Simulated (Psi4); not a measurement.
Two rigid molecules brought together: H4O4Si ··· H3ClSi (SMILES O[Si](O)(O)O and [SiH3]Cl). Monomers: optimised at B3LYP-D3(BJ) (def2-TZVP), held rigid. Orientation: a random orientation, not optimised. The monomers approach along the line of their centres of mass (distance R); nothing else relaxes.

Geometry at R = 6.28 Å (first 9 atoms: monomer A):
```
14

O      1.5820    -0.3973     0.1170
Si    -0.0001    -0.0001    -0.0003
O     -0.5535     0.1519     1.5311
O     -0.0715     1.3515    -0.9183
O     -0.9579    -1.1065    -0.7305
H      1.8359    -0.9827     0.8348
H     -1.5039     0.1052     1.6617
H      0.6304     1.9972    -0.8046
H     -0.9613    -1.1192    -1.6909
Si     2.7635    -4.1496     2.3486
Cl     3.0878    -4.6350     4.3307
H      1.9877    -5.2371     1.7214
H      4.0724    -4.0002     1.6833
H      2.0103    -2.8816     2.2946
```

Level of theory: SAPT0/jun-cc-pVDZ, frozen core (Psi4).

Components in kcal/mol:

```json
[
 {"R / Å": "5.69", "electrostatics": "-0.50", "exchange": "3.09", "induction": "-0.97", "dispersion": "-1.32", "total": "0.31"},
 {"R / Å": "5.85", "electrostatics": "-0.21", "exchange": "1.87", "induction": "-0.63", "dispersion": "-1.00", "total": "0.02"},
 {"R / Å": "6.09", "electrostatics": "0.01", "exchange": "0.87", "induction": "-0.33", "dispersion": "-0.68", "total": "-0.14"},
 {"R / Å": "6.28", "electrostatics": "0.09", "exchange": "0.47", "induction": "-0.21", "dispersion": "-0.51", "total": "-0.16"},
 {"R / Å": "6.50", "electrostatics": "0.13", "exchange": "0.22", "induction": "-0.12", "dispersion": "-0.37", "total": "-0.14"},
 {"R / Å": "6.71", "electrostatics": "0.14", "exchange": "0.11", "induction": "-0.07", "dispersion": "-0.28", "total": "-0.10"},
 {"R / Å": "6.96", "electrostatics": "0.14", "exchange": "0.05", "induction": "-0.04", "dispersion": "-0.20", "total": "-0.06"},
 {"R / Å": "7.27", "electrostatics": "0.13", "exchange": "0.02", "induction": "-0.02", "dispersion": "-0.14", "total": "-0.02"},
 {"R / Å": "7.81", "electrostatics": "0.10", "exchange": "0.00", "induction": "-0.01", "dispersion": "-0.08", "total": "0.02"},
 {"R / Å": "8.50", "electrostatics": "0.07", "exchange": "0.00", "induction": "0.00", "dispersion": "-0.04", "total": "0.03"},
 {"R / Å": "9.49", "electrostatics": "0.04", "exchange": "0.00", "induction": "0.00", "dispersion": "-0.02", "total": "0.03"},
 {"R / Å": "10.82", "electrostatics": "0.02", "exchange": "0.00", "induction": "0.00", "dispersion": "-0.01", "total": "0.02"}
]
```
